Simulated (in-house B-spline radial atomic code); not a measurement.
The numbers below are computed, except where a source is named.
## Stopping and range of 30 keV C in InAs

The pair potential comes from two frozen, spherical free-atom densities (PBE, B-spline radial code, scalar-relativistic past argon): electrostatics plus the change in Thomas-Fermi kinetic and Dirac exchange energy where they overlap, the recipe behind the universal ZBL potential, which averages such potentials (from solid-state densities) over many pairs. It is written V = (Z1 Z2 e²/r) φ(r/a), with e² = 14.3996 eV·Å and a = 0.46850 Å/(Z1^0.23 + Z2^0.23); ZBL's fit is φ = 0.18175 e^(−3.1998x) + 0.50986 e^(−0.94229x) + 0.28022 e^(−0.4029x) + 0.02817 e^(−0.20162x). Where φ falls below 4e-4 it is continued as an exponential.

The target is taken as amorphous, with density 5.68 g/cm³ (NSM archive of the Ioffe Institute); channelling is ignored. Masses: C 12.01, In 114.82, As 74.92 u. Nuclear stopping is S_n = 4π a Z1 Z2 e² M1/(M1 + M2) × s_n(ε), with s_n integrated over impact parameters for each pair. Electronic stopping is Lindhard and Scharff's S_e = Z1^(1/6) 8π e² a0 Z1 Z2/(Z1^(2/3) + Z2^(2/3))^(3/2) × v/v0, with a0 = 0.529177 Å and v = v0 at 24.801 keV/u; it misses the oscillations with Z1 seen in experiment, which reach tens of per cent. Compounds add by atom fraction.

```tsv
target atom	a (Å)	ε at this energy	s_n, this pair	s_n, ZBL potential
In	0.11838	0.7594	0.33	0.3275
As	0.12510	1.134	0.3134	0.3034
```

What are the atom density and the stopping powers at entry?

N = 5.68 × 0.602214/94.87 = 0.03606 atoms/Å³. For In: S_n = 596.4 × 0.33 = 196.8 eV·Å², S_e = 2.0391 × √30000 = 353.2 eV·Å². For As: S_n = 619.3 × 0.3134 = 194 eV·Å², S_e = 1.8694 × √30000 = 323.8 eV·Å². Averaged over the target's atoms (half each) and times N × 10 Å/nm, the ion loses N S_n = 70.5 eV/nm to recoils and N S_e = 122 eV/nm to electrons; the nuclear share is 37 %.

Along the track:

| E (keV) | N S_n (eV/nm) | N S_e (eV/nm) |
| --- | --- | --- |
| 1.5 | 61.6 | 27.3 |
| 4.5 | 75.4 | 47.3 |
| 9 | 78.7 | 66.8 |
| 15 | 77.4 | 86.3 |
| 22.5 | 74 | 106 |
| 30 | 70.5 | 122 |

Estimate the path length and the projected range.

With continuous slowing down the path is the integral of dE/(N (S_n + S_e)). Trapezoids over the table give 186 nm, and the stretch below the first row, with stopping taken as √E, adds 2E/(N S) = 34 nm: 220 nm in all, against 211 nm on a fine grid from 5 eV. Deflections shorten the depth: to first order in the energy passed on, N (S_n + S_e) dR_p/dE = 1 − N S_n (M2/M1) R_p/(2E), summed over the target's atoms, and integrating this on the fine grid gives R_p = 63.9 nm, 0.30 of the path. Lindhard's rule of thumb R/(1 + M2/3M1), with mean M2/M1 = 7.90, gives 58.1 nm; it is meant for M2/M1 below about 2. On the ZBL potential the same equation gives 65 nm, and the full integral equation, which keeps hard collisions, 67.6 nm.
